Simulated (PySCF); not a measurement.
## GeH14Si5: core ionisation energies

n-SiSiGeSiSiSiH14.
Structure used (PBE0-D3(BJ)/def2-SVP), in Å, numbered top down from 1:
```xyz
20
GeH14Si5 angstrom
Si    -1.5250   -0.5971    2.1529
Si    -1.0094    1.5915    1.4819
Ge    -0.8268    1.8199   -0.8904
Si     1.3937    1.2549   -1.5547
Si     1.9745   -0.7396   -0.4712
Si     0.3869   -2.3623   -1.0628
H     -0.3970   -1.5290    1.8489
H     -2.7485   -1.0764    1.4405
H     -1.7777   -0.6289    3.6271
H      0.2860    2.0093    2.1077
H     -2.0839    2.5030    1.9898
H     -1.1566    3.2703   -1.2987
H     -1.8410    0.8880   -1.5833
H      2.3111    2.3676   -1.1563
H      1.4740    1.0746   -3.0387
H      1.9598   -0.5001    1.0068
H      3.3421   -1.2037   -0.8648
H      0.4925   -3.5855   -0.2102
H      0.6010   -2.7432   -2.4935
H     -0.9931   -1.7992   -0.9317
```

Computed, not measured: PySCF 2.14.0, delta-SCF UKS SCAN, pcX-2 on the ionised atom, pcseg-1 elsewhere, spin-free X2C. These are vertical core ionisation energies against the vacuum level, from separate self-consistent calculations with and without the core hole.

Question: What binding energy does each computed site have?

Answer: 
```
atom(s)                       environment     level  binding energy (eV)  2p1/2 (eV)  above the level's lowest (eV)  count
    Si4  silicon bonded to Ge, Si and 2 H  Si 2p3/2               106.08      106.70                           0.00      1
    Si5    silicon bonded to 2 Si and 2 H  Si 2p3/2               106.13      106.75                          +0.05      1
    Si2  silicon bonded to Ge, Si and 2 H  Si 2p3/2               106.13      106.75                          +0.05      1
    Si6      silicon bonded to Si and 3 H  Si 2p3/2               106.40      107.03                          +0.32      1
    Si1      silicon bonded to Si and 3 H  Si 2p3/2               106.41      107.03                          +0.33      1
    Si4  silicon bonded to Ge, Si and 2 H     Si 1s              1845.77           –                           0.00      1
    Si5    silicon bonded to 2 Si and 2 H     Si 1s              1845.78           –                          +0.01      1
    Si2  silicon bonded to Ge, Si and 2 H     Si 1s              1845.82           –                          +0.05      1
    Si1      silicon bonded to Si and 3 H     Si 1s              1846.10           –                          +0.33      1
    Si6      silicon bonded to Si and 3 H     Si 1s              1846.12           –                          +0.35      1
```

Lowest listed Si 1s: Si4, bonded to 2 H, Ge and Si. Highest, 0.35 eV above it: Si6, bonded to 3 H and Si. The widest gap between neighbouring values is 0.28 eV, between 1845.82 and 1846.10 eV. The values 1845.77, 1845.78 and 1845.82 eV; the values 1846.10 and 1846.12 eV lie too close for their order to be trusted.

Lowest listed Si 2p3/2: Si4, bonded to 2 H, Ge and Si. Highest, 0.33 eV above it: Si1, bonded to 3 H and Si. The widest gap between neighbouring values is 0.27 eV, between 106.13 and 106.40 eV. The values 106.13 and 106.13 eV; the values 106.40 and 106.41 eV lie too close for their order to be trusted.

Question: Which photon wavelength matches the Si 2p3/2 of Si2 threshold?

Answer: λ = hc/E = 12398.42 eV Å / 106.13 eV = 116.823 Å.

Question: Which photon energy gives electrons from Si 2p3/2 of Si2 a kinetic energy of 200 eV, and what is their de Broglie wavelength?

Answer: hν = 106.13 + 200 = 306.13 eV, recoil neglected; λ = 12.264 Å/√(E/eV) = 0.87 Å.

The 2p values aren't plain energy differences: one relaxed spin-free 2p hole is combined with a matrix within the shell (ground-state 2p orbital-energy differences and spin–orbit coupling). 2p3/2, the mean of its two sublevels, lies a third of the splitting below the shell's mean and 2p1/2 two thirds above it; the statistical areas are 2:1. 2p1/2 minus 2p3/2 (ligand field included): Si 0.62 eV. No level of germanium is listed. Geometry: PBE0-D3(BJ)/def2-SVP, one conformer, isolated molecule.
